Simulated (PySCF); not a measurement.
O$_{2}$S, charge -1, doublet, geometry from GFN2-xTB (a state made from the parent by changing its charge; the spin is typed, not shown lowest). Base run: PySCF with MP2/def2-SVP.

The PySCF input:
```python
from pyscf import gto, scf, mp

mol = gto.M(
    atom='''
O    -1.24295900    0.47960799   -0.02685326
S    -0.02078318   -0.41688237    0.02148269
O     1.28452537    0.35415674   -0.01611211
''',
    basis='def2-svp',
    charge=-1,
    spin=1,
    verbose=4,
)

mf = scf.UHF(mol)
mf.kernel()

pt = mp.MP2(mf)
pt.kernel()
print('E(MP2) = %.10f' % pt.e_tot)
```

Each row names what was changed in the base input (with any setting that the change needs).

```csv
change,ΔE vs base (kcal/mol),MP2 correlation (Eh),basis functions
base,0.000,-0.50925,46
frozen = 8,42.88,-0.44092,46
method = cisd,31.02,-,46
method = ccsd(t),-13.76,-0.50925,46
cart = on,-15.27,-0.52533,49
method = ccsd,-3.87,-0.50925,46
frozen = 6,7.72,-0.49695,46
density fitting = JK and correlation,0.075,-0.50939,46
frozen = 7,8.66,-0.49545,46
```

Open shells are given as the SCF converged; they aren't shown to be the lowest states, and a large step between rows can be another state.
